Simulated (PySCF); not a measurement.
TeBr4, SMILES [Te](Br)(Br)(Br)Br.

Geometry: PBE-D3(BJ)/def2-SVP. The def2 effective core potentials stand for the cores of Te; spin–orbit coupling is left out.

Two levels are set side by side: TDDFT-PBE/def2-SVPD (PySCF) and TDDFT-CAM-B3LYP/def2-SVPD (PySCF). Vertical, same geometry. The lowest singlet is HOMO→LUMO 94 % with PBE and HOMO→LUMO 98 % with the other functional; states are paired by order. Differences are taken from unrounded values.

| quantity | TDDFT-CAM-B3LYP | TDDFT-PBE | TDDFT-PBE minus TDDFT-CAM-B3LYP |
|---|---|---|---|
| lowest singlet excitation (eV) | 2.52 | 2.24 | -0.28 |
| lowest triplet excitation (TDA) (eV) | 2.17 | 1.91 | -0.26 |

Functionals without exact exchange tend to place singlet excitations lower, as here. Differences between two approximate levels are no errors against the true value.

Rough cost on one machine, each run with all the roots and properties that it gave: TDDFT-CAM-B3LYP against TDDFT-PBE about 7 times.
